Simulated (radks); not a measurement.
All-electron atom: Ni III in [Ar] 3d7.75 4s0.25 (fractional occupations, a model configuration). Calculated with a radial shooting solver on a logarithmic mesh with Libxc functionals: scalar-relativistic Kohn-Sham, LDA (Slater exchange, Perdew-Wang correlation), spin-polarised, spherical densities, finite nucleus; open shells are filled with parallel spins first; Fermi nuclear charge, rms radius 3.7757 fm. Some entries of the table are withheld. Estimate them.

| orbital | occ. | eigenvalue (eV) | <1/r> (bohr^-1) | r(max) (bohr) |
|---|---|---|---|---|
| 1s up | 1 | -8216.693 | 28.05 | 0.03546 |
| 1s down | 1 | -8216.661 | 28.05 | 0.03546 |
| 2s up | 1 | -1001.822 | 6.055 | 0.2050 |
| 2s down | 1 | -1000.463 | 6.060 | 0.2049 |
| 2p up | 3 | -866.0252 | 5.950 | 0.1648 |
| 2p down | 3 | -864.9761 | 5.955 | 0.1648 |
| 3s up | 1 | -133.1740 | 1.921 | 0.6397 |
| 3s down | 1 | -130.6412 | 1.916 | 0.6402 |
| 3p up | 3 | -93.8798 | 1.777 | 0.6462 |
| 3p down | 3 | -91.4048 | 1.770 | 0.6470 |
| 3d up | 5 | -31.2914 | 1.409 | 0.6231 |
| 3d down | 2.75 | -28.9777 | 1.390 | 0.6271 |
| 4s up | 0.25 | -22.9117 | 0.5716 | 1.984 |
| 4s down | 0 | -21.9044 | 0.5612 | 2.008 |
| 4p up | 0 | (1) | 0.4737 | 2.343 |
| 4p down | 0 | (2) | 0.4608 | 2.391 |
| 5s up | 0 | -8.1236 | 0.2502 | 4.969 |
| 5s down | 0 | -7.9244 | 0.2452 | 5.079 |
| 4d up | 0 | (3) | 0.3074 | 3.691 |
| 4d down | 0 | (4) | 0.2940 | 3.866 |
| 4f up | 0 | (5) | 0.1538 | 6.484 |
| 4f down | 0 | (6) | 0.1495 | 6.665 |

Answer. 
(1) 4p up eigenvalue (eV): -15.9507
(2) 4p down eigenvalue (eV): -15.1661
(3) 4d up eigenvalue (eV): -7.6301
(4) 4d down eigenvalue (eV): -7.2954
(5) 4f up eigenvalue (eV): -3.7855
(6) 4f down eigenvalue (eV): -3.7358
